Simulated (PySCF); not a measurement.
Si(H)(Et)(OH)2 (C2H8O2Si), SMILES O[SiH](O)CC. Geometry optimised at PBE0-D3(BJ)/def2-SVP. The values are those of a single conformer.

Computed equilibrium geometry at PBE0-D3(BJ)/def2-SVP (PySCF confirms it by a frequency run) as bond lengths and angles (one conformer of several):
Atoms: Si1 O2 O3 C4 C5 H6 H7 H8 H9 H10 H11 H12 H13. Bond lengths (Å): Si1–O2 1.667, Si1–O3 1.664, Si1–C4 1.857, Si1–H6 1.501, O2–H7 0.960, O3–H8 0.961, C4–C5 1.526, C4–H9 1.104, C4–H10 1.103, C5–H11 1.101, C5–H12 1.101, C5–H13 1.102. Bond angles (°): O2–Si1–O3 112.7, O2–Si1–C4 107.1, O2–Si1–H6 107.7, O3–Si1–C4 106.4, O3–Si1–H6 109.3, C4–Si1–H6 113.8, Si1–O2–H7 117.6, Si1–O3–H8 117.7, Si1–C4–C5 114.0, Si1–C4–H9 106.5, Si1–C4–H10 108.0, C5–C4–H9 110.8, C5–C4–H10 111.3, H9–C4–H10 105.7, C4–C5–H11 111.8, C4–C5–H12 110.9, C4–C5–H13 111.6, H11–C5–H12 107.8, H11–C5–H13 107.2, H12–C5–H13 107.2.
Charge 0, spin multiplicity 1.
